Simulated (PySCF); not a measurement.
## Static response to an electric field

C7H12FP.
Atom-mapped SMILES: `[CH3:1]/[CH:2]=[CH:3]\[P:4]=[C:5](\[F:6])[CH:7]([CH3:8])[CH3:9]` (hydrogens: H10, H11, H12 on C1; H13 on C2; H14 on C3; H15 on C7; H16, H17, H18 on C8; H19, H20, H21 on C9)

Cartesian coordinates in Å at the PBE0-D3(BJ)/def2-SVP level; atoms count from 1:
```xyz
21
C7H12FP angstrom
C      4.0063    0.1731   -0.0337
C      2.8327    0.3029    0.8769
C      1.5307    0.1888    0.5542
P      0.9754   -0.1495   -1.1333
C     -0.7061   -0.2264   -0.9651
F     -1.3766   -0.4677   -2.1065
C     -1.6569   -0.0829    0.1806
C     -2.4611   -1.3730    0.3622
C     -2.5698    1.1258   -0.0434
H      4.6272    1.0836   -0.0004
H      4.6561   -0.6585    0.2866
H      3.7129   -0.0057   -1.0780
H      3.0711    0.5132    1.9274
H      0.7989    0.3161    1.3582
H     -1.0682    0.0895    1.0923
H     -3.1660   -1.2704    1.2011
H     -1.7997   -2.2272    0.5680
H     -3.0397   -1.5999   -0.5456
H     -3.2701    1.2383    0.7979
H     -3.1582    1.0011   -0.9647
H     -1.9851    2.0528   -0.1345
```

Level: CAM-B3LYP/def2-SVPD (PySCF), static field, nuclei fixed, core orbitals frozen in the response. The polarisability tensor in these axes (au):

```
x   175.21   6.35   9.23
y     6.35  88.22   2.98
z     9.23   2.98 100.36
```

Question: What are the eigenvalues, a third of the trace, and Δα (Δα² = ½Σ(αi − αj)² over the three pairs)?

Answer: Principal values 87.32, 99.64 and 176.83 au; mean 121.26 au = 17.97 Å³ = 19.99 × 10⁻⁴⁰ C²·m²/J; Δα = 84.03 au (69 % of the mean).

Question: What is the dipole moment, and where does it point?

Answer: (0.28, 0.44, 2.49) D, 2.54 D in size, pointing from the negative to the positive side. Measured along this direction, the outermost atoms are F6 at the negative end and H13 at the positive end.

Question: Refractivity n − 1 of an ideal gas of it at 400 K and 1 atm, from the electronic α?

Answer: N = p/kT = 1.8347 × 10¹⁹ cm⁻³, so n − 1 = 2π × N × 17.97 × 10⁻²⁴ cm³ = 2072 × 10⁻⁶ at long wavelengths.

Question: Give the eigenvalues of the traceless quadrupole moment Θ = ½Σq(3rr − r²1), origin at the centre of nuclear charge.

Answer: -4.80, -3.59, 8.39 D·Å. The values depend on the origin, since the dipole doesn't vanish. The electronic extent ⟨r²⟩ about the same centre is 1979 bohr², a root-mean-square distance of 2.67 Å for the 78 electrons.

Question: What molar refraction does this α imply?

Answer: Lorentz–Lorenz: R = (4π/3)N_A α = 2.5225 cm³/(mol·Å³) × 17.97 Å³ = 45.3 cm³/mol, in the limit of long wavelengths.

Question: Give the principal axes and the span of the nuclei along them.

Answer: Largest value along (0.99, 0.08, 0.12), where the nuclei span 7.86 Å; middle along (-0.13, 0.18, 0.97), 3.51 Å; least along (-0.05, 0.98, -0.19), 4.34 Å. The strongest response lies along the longest span, while the other two are in reverse order.

One conformer (not necessarily the lowest) at the PBE0-D3(BJ)/def2-SVP geometry, without solvent, vibrations or thermal averaging.
